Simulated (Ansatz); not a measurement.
Consider the ligand exchange at the Si–N bond: `[SiH3]N[AsH2]` + `[OH][Ge][OH]` → `[OH][Ge][O][SiH3]` + `N[AsH2]`.

Gas-phase electronic energies from Ansatz, PBE0-D4/def2-TZVP geometries. CCSD(T)/CBS adds triple-zeta CCSD(T) − MP2 to the extrapolated MP2 energy (def2 sets, frozen cores). For As, Ge outer-core shells are correlated without core-valence functions, which leaves a few kJ/mol of doubt a bond. Scalar relativity is left out up to krypton. One conformer a species, not always the lowest.

```json
{"species": "`[SiH3]N[AsH2]`", "HF/def2-TZVPP energy (Eh)": "-2581.12331"}
{"species": "`[OH][Ge][OH]`", "HF/def2-TZVPP energy (Eh)": "-2226.37978"}
{"species": "`[OH][Ge][O][SiH3]`", "HF/def2-TZVPP energy (Eh)": "-2516.53623"}
{"species": "`N[AsH2]`", "HF/def2-TZVPP energy (Eh)": "-2290.99101"}
```

(1) Work out ΔE.

Largest T1 diagnostic among the species: 0.015.

## Answers

(1) ΔE = (-2516.53623) + (-2290.99101) − (-2581.12331) − (-2226.37978) = -0.02415 Eh = -0.66 eV. CCSD(T)/CBS gives -0.53 eV.

From BLYP to BHLYP (50 % exact exchange), in def2-TZVPP and without D4, ΔE moves by −0.03 eV. In def2-TZVPP, CCSD(T) changes the Hartree–Fock value by +0.10 eV (the triples alone add +0.01 eV) and MP2 by +0.12 eV.
